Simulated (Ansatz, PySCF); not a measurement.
(E)-1-chloro-3,3-difluoroprop-1-ene (C₃H₃ClF₂), SMILES FC(F)/C=C/Cl.

Geometry: PBE-D3(BJ)/def2-SVP. Other conformers were not sampled.

Vertical ionisation energy (IE) and electron affinity (EA) in eV. Rows of orbital energies are one-electron estimates. Where ΔSCF, EOM or ADC give a negative EA the extra electron is unbound and the value depends on the basis.

| level | IE | EA |
|---|---|---|
| −ε(HOMO), −ε(LUMO), B3LYP/def2-TZVP (PySCF) | 7.70 | 1.19 |
| −ε(HOMO), −ε(LUMO), PBE/def2-TZVP (PySCF) | 6.74 | 1.93 |
| ΔSCF, PBE0/def2-SVPD (Ansatz), final states of multiplicity 2 and 2 | 10.25 | -0.85 |
| ΔSCF, PBE/def2-SVPD (Ansatz), final states of multiplicity 2 and 2 | 10.08 | -0.79 |

What vertical singlet–triplet gap does ΔSCF give with PBE0/def2-SVPD (Ansatz, a first-principles code) and with PBE/def2-SVPD (Ansatz)? (Estimate from the structure and the level; the computed values follow.)

3.90 and 4.00 eV (triplet above singlet where positive).
